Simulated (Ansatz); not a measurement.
Molecule: sum formula TiH4S, charge 0, multiplicity 1. 
Structure (B3LYP-D3(BJ)/def2-TZVP (Ansatz, a first-principles code) minimum search):
SMILES: [SH][TiH3]
```xyz
6

Ti    -0.8428    -0.2356     0.0378
H     -1.0241    -1.2276     1.4074
H     -1.8036     1.1553     0.1580
H     -1.2506    -1.0695    -1.3801
S      1.3205     0.4154    -0.1260
H      1.4925    -0.3204     1.0000
```
Charge 0, spin multiplicity 1.

Total electronic energies in hartree. Valence correlation only, unless marked. No spin-orbit coupling. Frozen are the shells of the preceding noble gas and the d and f shells that filled before the atom's block. No relativistic terms. CBS(X,Y): correlation extrapolated as X^-3; Hartree-Fock from the larger set. [CCSD(T)-MP2]/basis is that difference in the basis named.

The T1 diagnostic of CCSD in the largest basis is 0.031, which is high, so the coupled-cluster rows are less sure than usual.

```tsv
level	program	energy (Eh)
HF/def2-SVPD	Ansatz	-1247.96258
r2SCAN/def2-TZVPD	Ansatz	-1249.96617
PBE0/def2-SVP	Ansatz	-1249.41207
r2SCAN0-D4/def2-TZVPD	Ansatz + dftd4	-1249.92258
HSE06-D3(BJ)/def2-TZVPD	Ansatz + dftd3	…
MP2/def2-SVP	Ansatz	-1248.23025
CCSD/def2-TZVPPD	Ansatz	-1248.60289
CCSD(T)/6-31G*	Ansatz	-1248.38901
RI-MP2/CBS(def2-TZVPPD,def2-QZVPPD)+[CCSD(T)-MP2]/def2-TZVPPD	Ansatz	-1248.6922
```

Some entries are withheld; supply them.


- HSE06-D3(BJ)/def2-TZVPD, energy (Eh): -1249.65572
